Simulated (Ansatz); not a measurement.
`CO[SiH2][O][GeH3]` → `C[SiH](O)[GeH2][OH]`  (isomerisation)

Gas-phase electronic energies from Ansatz, PBE0-D4/def2-TZVP geometries. CBS: MP2 limit from def2 TZ/QZ plus the TZ coupled-cluster correction, frozen cores. Functionals use def2-TZVPP. For Ge outer-core shells are correlated without core-valence functions, which leaves a few kJ/mol of doubt a bond. Scalar relativity is left out up to krypton. One conformer a species, not always the lowest.

CCSD(T)/CBS gives +4.2 kcal/mol.

Problem. Another level gave +4.9 kcal/mol. Which?
A. B2PLYP/def2-TZVPP
B. ωB97M-V/def2-TZVPP
C. PBE0/def2-TZVPP
D. r2SCAN/def2-TZVPP

Solution. B. ωB97M-V 4.9, PBE0 1.2, B2PLYP 6.1, r2SCAN 3.3 kcal/mol.

Largest T1 diagnostic among the species: 0.012.

In def2-TZVPP, CCSD(T) changes the Hartree–Fock value by −9.1 kcal/mol (the triples alone add −1.0 kcal/mol) and MP2 by −9.8 kcal/mol. From PBE to PBE0 (25 % exact exchange), in def2-TZVPP and without D4, ΔE moves by +2.1 kcal/mol.
